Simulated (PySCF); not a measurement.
**Calculated properties of Si(SH)4, `S[Si](S)(S)S`**

Si(SH)4.
Cartesian coordinates in Å at the PBE0-D3(BJ)/def2-SVP level; atoms count from 1:
```xyz
9
H4S4Si angstrom
Si     0.0098   -0.0021   -0.0062
S     -0.1801   -0.0414    2.1209
H      0.3373    1.1964    2.2962
S      1.9981   -0.0325   -0.7858
H      2.2394   -1.3053   -0.3954
S     -0.8436    1.8488   -0.6494
H     -0.4685    1.6888   -1.9393
S     -0.9248   -1.7889   -0.7123
H     -2.0348   -1.6333    0.0457
```

**PBE0-D3(BJ)/def2-SVP geometry optimisation, gas phase (PySCF)**

```yaml
Point_group: S4
Rotational_constants_A_B_C: 1.294, 1.290, 1.148 GHz
```

wB97X-D/def2-SVPD ground state and vertical TDDFT (core frozen in the response) (PySCF):

```yaml
Dipole_moment: 0.00 D by symmetry (numerical residue 0.03 D)
HOMO_energy: -9.52 eV
LUMO_energy: 1.02 eV
HOMO–LUMO_gap: 10.54 eV
Lowest_singlet_excitation: 5.93 eV (209 nm, f = 0.008)
Lowest_triplet_excitation_Tamm–Dancoff: 5.56 eV
Static_isotropic_polarisability: 109.3 au
Electronic_spatial_extent_⟨r²⟩_about_the_centre_of_nuclear_charge: 1292 bohr²
```

**KT2/pcSseg-1 ground state and GIAO shieldings, non-relativistic (PySCF)**

```yaml
1H_chemical_shifts_computed_TMS_as_zero_by_class: 1.78 (H3/H5/H7/H9) ppm
Isotropic_shieldings_of_nuclei_other_than_C_and_H_by_class: 316 (Si1), 606 (S2/S4/S6/S8) ppm
```

Monoisotopic mass from the formula: 159.8965 u.

The rotational constants are those of an oblate symmetric top; the small spread among constants that symmetry makes equal is optimisation noise. No computed singlet falls in the visible range (750 to 380 nm, 1.65 to 3.26 eV); S1 lies 2.67 eV above its blue end. S1 lies 4.61 eV below the HOMO–LUMO gap. The vertical singlet–triplet gap S1 − T1 is 0.37 eV (TDDFT singlet less Tamm–Dancoff triplet).

For the NMR shielding job (KT2/pcSseg-1), time: 40 s; peak memory 0.73 GiB. Hardware: an Intel Xeon at 2.50 GHz with one thread, shared host.
